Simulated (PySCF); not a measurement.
**Spin states of BeCl**

Unrestricted PBE0; Be pcseg-2, Cl pcseg-2; no relativity (PySCF 2.14). Outer shells of the fragments: Be 2s2; Cl 3s2 3p5.

Followed along the bond (rough minima from three points):

```json
{"2Ms+1": "2", "unpaired": "σ ↑", "⟨S²⟩ at the start": "0.75", "R at minimum (Å)": "1.81", "Te (eV)": "0.00"}
{"2Ms+1": "4", "unpaired": "σ ↑, π ↑↑", "⟨S²⟩ at the start": "3.75", "R at minimum (Å)": "none in the scan", "Te (eV)": "≤ 6.44"}
```

Solutions found at the starting distance of 1.930 Å, counted from the lowest of them; the search is not exhaustive and high or unbound solutions are not listed, so other states can lie among these:

```
2Ms+1   unpaired   term  E (eV)  ⟨S²⟩  ⟨Lz²⟩  μ (D)
    2        σ ↑    ²Σ⁺    0.00  0.75   0.00  -1.64
    2        π ↑     ²Π    3.26  0.76   1.00  -3.78
    2        π ↑     ²Π    5.57  0.75   1.01   5.11
    4  σ ↑, π ↑↑  mixed    6.52  3.75   2.01   4.08
    4  σ ↑, π ↑↑  mixed    6.72  3.75   2.01   4.13
    4  σ ↑↑, π ↑     ⁴Π    8.00  3.76   1.00   3.80
    4  σ ↑↑, π ↑     ⁴Π    8.89  3.75   1.01   0.41
    4      π ↑↑↑     ⁴Π    9.42  3.76   1.01   2.50
```

A term symbol is given only where ⟨S²⟩ and ⟨Lz²⟩ are close to those of a pure state; real π, δ and φ orbitals otherwise mix terms. A positive dipole means Be(−)Cl(+).

Counting both spins, an empty level lies below a filled one in some of these solutions, because spin and occupation are held.
